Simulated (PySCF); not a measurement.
Species: C5H13PSi2.
Numbering: `[PH2:1][Si@H:2]1[CH2:3][Si@H:4]([CH:5]2[CH2:6][CH2:7]2)[CH2:8]1` (hydrogens: H9, H10 on P1; H11 on Si2; H12, H13 on C3; H14 on Si4; H15 on C5; H16, H17 on C6; H18, H19 on C7; H20, H21 on C8)

Method: PySCF, PBE0-D3(BJ)/def2-SVP geometry optimisation, gas phase.

(1) List the bond lengths, angles and torsions at this level.

## Answers

(1) 
```
          bond  length (Å)
        P1–Si2       2.266
Si2–C3, Si2–C8       1.903
C3–Si4, Si4–C8       1.908
        Si4–C5       1.862
  C5–C6, C5–C7       1.511
         C6–C7       1.492
 P1–H9, P1–H10       1.429
       Si2–H11       1.499
C3–H12, C8–H20       1.101
C3–H13, C8–H21       1.101
       Si4–H14       1.499
        C5–H15       1.097
C6–H16, C7–H18       1.093
C6–H17, C7–H19       1.095
```

Bonds in one row agree within 0.01 Å and their mean is given. A selection of angles:
```
     angle  degrees
 P1–Si2–C3    111.3
 C3–Si2–C8     92.2
Si2–C3–Si4     87.9
 C3–Si4–C5    115.3
 C3–Si4–C8     91.8
 Si4–C5–C6    120.3
  C6–C5–C7     59.2
  C5–C6–C7     60.4
```

Dihedral angles: P1–Si2–C3–Si4 112° (anticlinal); Si2–C3–Si4–C5 121° (anticlinal); C3–Si4–C5–C6 93° (anticlinal); Si4–C5–C6–C7 109° (anticlinal); C3–Si4–C8–Si2 -2° (synperiplanar); P1–Si2–C8–Si4 -112° (anticlinal); Si4–C5–C7–C6 -109° (anticlinal).

The 4-membered ring Si2–C3–Si4–C8 has internal angles of 87.9° to 92.2° (sum 360°, against 360° for a flat polygon); it is almost planar, 0.02 Å rms from its mean plane, widest ring torsion 2°. Si2 (SiH silicon) has angles from 92.2° to 113.8°. The 3-membered ring C5–C6–C7 has internal angles of 59.2° to 60.4°. Si4 (SiH silicon) has angles from 91.8° to 115.3°. P1 (three-coordinate phosphorus) is pyramidal (angles 94.2°, 94.2° and 93.7°, sum 282.1°, 0.86 Å off the plane of its three neighbours). The 5 C–Si bonds span 1.862 Å (Si4–C5, drawn single) to 1.908 Å (Si4–C8, drawn single), a spread of 0.046 Å.

Point group: Cs (every atom within 0.08 Å of its image). PBE0-D3(BJ)/def2-SVP frequencies: not computed here. One conformer, not necessarily the lowest (H–P1–Si2–C3 82° and 176°, C3–Si4–C5–C6 93°).
